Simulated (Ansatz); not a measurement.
The first iterations of a band of BrH + ClFH4HfN2 (11 atoms, charge 0, multiplicity 1).

Theory: RKS PBE/def2-SVP in Ansatz.

```yaml
movable_images: 5
climbing_image: yes
spring: 5.0 eV/Å²
optimiser: quadratic models (default)
start_path: through a guess of the saddle point
force_threshold: 0.03 eV/Å
iteration_limit: 60
end_points: relaxed
```

First end point:

```xyz
11
Properties=species:S:1:pos:R:3
Hf 0.097 -0.025 -0.004
Cl 0.170 0.090 2.427
N 1.999 0.093 -0.675
H 2.438 -0.523 -1.369
H 2.707 0.754 -0.333
N -0.811 1.632 -0.742
H -1.826 1.777 -0.659
H -0.408 2.411 -1.272
F -0.650 -1.636 -0.748
Br -3.331 0.003 1.468
H -2.124 0.097 2.281
```

Last end point:

```xyz
11
Properties=species:S:1:pos:R:3
Hf -0.495 -0.177 -0.552
Cl 0.144 1.533 2.359
N 1.492 -0.346 -0.188
H 2.117 -1.055 -0.592
H 2.041 0.263 0.431
N -1.078 1.740 -0.854
H -1.722 2.058 -1.590
H -0.784 2.553 -0.300
F -0.894 -1.170 -2.140
Br -1.855 -1.233 1.400
H -0.704 0.507 2.401
```

| iteration | highest image above the first end (eV) | largest band force component (eV/Å) |
| --- | --- | --- |
| 1 | 2.048 | 3.014 |
| 2 | 1.086 | 1.779 |
| 3 | 0.594 | 1.248 |
| 4 | 0.507 | 1.148 |
| 5 | 0.395 | 0.998 |
| 6 | 0.301 | 0.693 |

Does the band converge within its limit, and where does its top end?

The run converged. It ended after 18 iterations with the highest image 0.148 eV above the first end. A vibrational analysis at the climbing image gives one clearly imaginary mode, 93i cm⁻¹: a first-order saddle point. The orbitals stay closed-shell, which can raise the energy where a bond breaks towards radicals; this wasn't checked here.

The run took 4 min on 4 threads of Arm Neoverse V1, on a shared host, peak memory 0.25 GiB.
